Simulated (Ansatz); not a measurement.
Consider the homolysis of the B–Si bond: `B[SiH](O)[SiH3]` → `[BH2]`• + `O[SiH][SiH3]`•.

Isolated molecules relaxed with PBE0-D4/def2-TZVP in Ansatz; ΔE leaves out vibrations. CCSD(T)/CBS is the MP2 limit (def2-TZVPP, def2-QZVPP) plus CCSD(T) − MP2 in def2-TZVPP, frozen cores. This one scheme is used for every species. Functionals use def2-TZVPP. Open shells (•) are unrestricted, without spin–orbit coupling. One conformer a species, not always the lowest.

CCSD(T)/CBS gives +88.6 kcal/mol.

Task: Another level gave +86.1 kcal/mol. Which?
A. B97M-V/def2-TZVPP
B. PBE-D4/def2-TZVPP
C. revPBE-D4/def2-TZVPP
D. RPA@PBE/def2-TZVPP

Result: B. PBE-D4 86.1, RPA@PBE/def2-TZVPP 81.8, B97M-V 89.1, revPBE-D4 83.4 kcal/mol.

Task: What do rigid-rotor, harmonic-oscillator terms from PBE0-D4/def2-TZVP frequencies (298.15 K, 1 bar) make of the CCSD(T)/CBS value? (An estimate is asked.)

Result: Computed: ΔZPE = -4.1 kcal/mol, ΔH = +85.5 kcal/mol, ΔS = 154 J/(mol·K), ΔG = +74.5 kcal/mol. Open shells count their whole term as degenerate.

Largest T1 diagnostic among the species: 0.016.

From BLYP to BHLYP (50 % exact exchange), in def2-TZVPP and without D4, ΔE moves by +2.3 kcal/mol. Leaving LDA and LC-ωPBE aside and taking each functional with its dispersion term where it has one, the values, not all of them listed here, spread over 7.0 kcal/mol, from r2SCAN0-D4 to ωB97M-V. LDA lies +12.6 kcal/mol from PBE without D4, its usual overbinding. In def2-TZVPP, CCSD(T) changes the Hartree–Fock value by +22.6 kcal/mol (the triples alone add +1.5 kcal/mol) and MP2 by +22.5 kcal/mol; breaking electron pairs costs correlation energy, which Hartree–Fock lacks.
